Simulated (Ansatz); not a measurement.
Geometry optimisation, UKS PBE-D4/def2-SVP (Ansatz 0.2.0).

Input file:

```yaml
crystal:
  periodic: [false, false, false]
  atoms:
    - { symbol: Ge, position_ang: [0.000521, 0.0, -0.294574] }
    - { symbol: H, position_ang: [-0.0001, 0.0, 2.458909] }
    - { symbol: H, position_ang: [1.478796, 0.0, -0.779071] }
    - { symbol: H, position_ang: [-0.738679, 1.280328, -0.778721] }
    - { symbol: H, position_ang: [-0.738679, -1.280328, -0.778721] }
    - { symbol: H, position_ang: [-0.00026, 0.0, 3.183578] }
magnetization:
  spin_polarized: true
  initial_magnetization: 1
basis:
  gaussian: { orbitals: def2-SVP }
hamiltonian:
  xc: pbe
  dispersion: d4
relax:
  f_tol: 0.03
  max_steps: 50
```

Launched with:

```bash
$ ansatz run input.yaml --threads 1 --pin off --max-ram 2048MiB --backend cpu --events-out ev --progress --plain --runs-dir out
```

**Question.** Where does it end, and by what steps?

**Answer.** It converged. The force dipped under the threshold on the way, but the program's further checks kept it going. After 3 steps the energy has fallen by 0.061 eV; H6 moved furthest, 0.32 Å.

```csv
step,energy less start (eV),largest force component (eV/Å),accepted
0,0.0000,1.936,yes
1,-0.0578,0.095,yes
2,-0.0601,0.028,yes
3,-0.0606,0.006,yes
```

```xyz
6
Properties=species:S:1:pos:R:3
Ge 0.001 0.000 -0.449
H 0.000 0.000 2.736
H 1.480 0.000 -0.928
H -0.739 1.281 -0.928
H -0.739 -1.281 -0.928
H 0.000 0.000 3.508
```

Whether the end is a true minimum wasn't checked by a vibrational analysis.

Time of the run: 7.7 s on 1 thread of Arm Neoverse V1, with other jobs on the host, peak memory 0.1 GiB.
